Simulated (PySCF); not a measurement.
**Unknown compound**

The spectra below were simulated for a compound C6H6N2Si.

¹H NMR (400 MHz, computed): δ 7.03 (m, 1H), 6.60 (t, 1H), 6.58 (m, 1H), 6.33 (m, 1H), 4.75 (d, 2H).

¹³C{¹H} NMR (computed): δ 142.4 (C), 139.9 (CH), 137.6 (CH), 136.4 (CH2), 122.2 (C), 121.3 (C).

Computed data (PySCF): GFN2-xTB geometry, σ from GIAO-PBE0/pcSseg-1. Single conformer, averaged over atoms made equivalent by symmetry, fast rotation or ring inversion, gas phase, non-relativistic Hamiltonian.

Shifts are taken against calculated references (same method and geometry level): TMS for ¹H (31.72 ppm) and ¹³C (186.93 ppm).

Choose the structure that fits.
A. C[C@@H](C#N)[SiH2]C#CC#N
B. CC#CC([SiH3])(C#N)C#N
C. C#Cc1cnncc1[SiH3]
D. C=CC#C[Si@@H](C#N)N=C
E. C=C/C(C#N)=C\[SiH2]C#N

Answers

E. 

Rings plus π bonds: 6 (no ring in the answer). 6 carbon signals for 6 carbons: no two carbons are equivalent. Carbon types of the structure: 3 × C, 2 × CH, 1 × CH2, leaving 2 H on heteroatoms. δC 142.4: fully substituted alkene carbon; an sp2 carbon of a C=C bond. δC 139.9, 137.6: alkene CH; as expected for a trigonal carbon in a double bond. δC 136.4: terminal =CH2 carbon; an sp2 carbon of a C=C bond. δC 122.2, 121.3: nitrile carbon; typical of a nitrile. δH 7.03, 6.60: hydrogen on an alkene CH; olefinic region.

The others: C#Cc1cnncc1[SiH3] would give 4 signals for carbon-bound and other non-exchanging H, not 5; CC#CC([SiH3])(C#N)C#N would give 5 carbon signals, not 6; C=CC#C[Si@@H](C#N)N=C would give 6 signals for carbon-bound and other non-exchanging H, not 5; C[C@@H](C#N)[SiH2]C#CC#N would give 4 signals for carbon-bound and other non-exchanging H, not 5.

Shifts are as computed. Against solution values, carbons near 30 ppm lie about +3 ppm off and those near 130 ppm about +5 ppm. Of 1309 compounds with measured shifts, 239 miss one by over three times the rms of a fit or turn the order of signals round; such compounds aren't used in these exercises. No couplings were computed; multiplicities are counted from neighbouring protons, with m where these are inequivalent, close in shift, in a saturated or five-membered ring or joined by F or P, and br s for small geminal =CH2 splittings.
